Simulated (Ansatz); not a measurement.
CdMeI (CH₃CdI), 6 atoms. Hardware: 4 threads of Intel Xeon on a shared host.

In the def2 sets Cd, I take a core potential; there is no spin–orbit coupling. Correlated methods freeze 5 core orbitals; core or outer-core shells of Cd, I are correlated, in sets that lack core-valence functions.

Question: How many basis functions does each of these Ansatz runs have, and roughly what does it cost? PBE0-D4/def2-TZVP, charge 0 triplet at the geometry of the charge 0 singlet, energy; PBE0-D4/def2-TZVP, charge 0 singlet, energy, from earlier orbitals; PBE0-D4/def2-SVP, charge 1 doublet at the geometry of the charge 0 singlet, energy with a search over starts; B97M-V/def2-TZVP, charge 0 singlet, energy, from earlier orbitals; HF/STO-3G, charge 0 singlet, energy; PBE-D4/def2-SVP, charge 0 singlet, energy, from earlier orbitals; PBE0-D4/def2-TZVP, charge 1 doublet at the geometry of the charge 0 singlet, energy, from earlier orbitals; RPA@PBE/def2-TZVP, charge 0 singlet, energy, from earlier orbitals; CCSD(T)/def2-TZVPP, charge 0 singlet, energy, from earlier orbitals; ωB97X-V/def2-TZVP, charge 0 singlet, energy, from earlier orbitals; r2SCAN0-D4/def2-TZVP, charge 0 singlet, energy, from earlier orbitals; ωB97M-V/def2-TZVP, charge 0 singlet, energy, from earlier orbitals.

Answer: Other jobs shared the machine, so times can vary by a factor of up to 3. A dash marks memory too small to be measured apart from the calling script's.

```csv
run,functions,fitting or Cholesky vectors,wall time,peak host memory (GiB)
"HF/STO-3G, charge 0 singlet, energy",62,752,3.7 s,–
"PBE-D4/def2-SVP, charge 0 singlet, energy, from earlier orbitals",86,956,4.3 s,–
"PBE0-D4/def2-TZVP, charge 0 singlet, energy, from earlier orbitals",139,1150,9 s,–
"r2SCAN0-D4/def2-TZVP, charge 0 singlet, energy, from earlier orbitals",139,1150,12 s,–
"RPA@PBE/def2-TZVP, charge 0 singlet, energy, from earlier orbitals",139,1202,16 s,–
"PBE0-D4/def2-TZVP, charge 1 doublet at the geometry of the charge 0 singlet, energy, from earlier orbitals",139,1150,17 s,0.61
"B97M-V/def2-TZVP, charge 0 singlet, energy, from earlier orbitals",139,1048,17 s,–
"ωB97X-V/def2-TZVP, charge 0 singlet, energy, from earlier orbitals",139,1086,19 s,–
"ωB97M-V/def2-TZVP, charge 0 singlet, energy, from earlier orbitals",139,1070,21 s,–
"PBE0-D4/def2-TZVP, charge 0 triplet at the geometry of the charge 0 singlet, energy",139,1150,1.9 min,0.63
"CCSD(T)/def2-TZVPP, charge 0 singlet, energy, from earlier orbitals",179,1286,4.2 min,2.4
"PBE0-D4/def2-SVP, charge 1 doublet at the geometry of the charge 0 singlet, energy with a search over starts",86,966,4.2 min,–
```
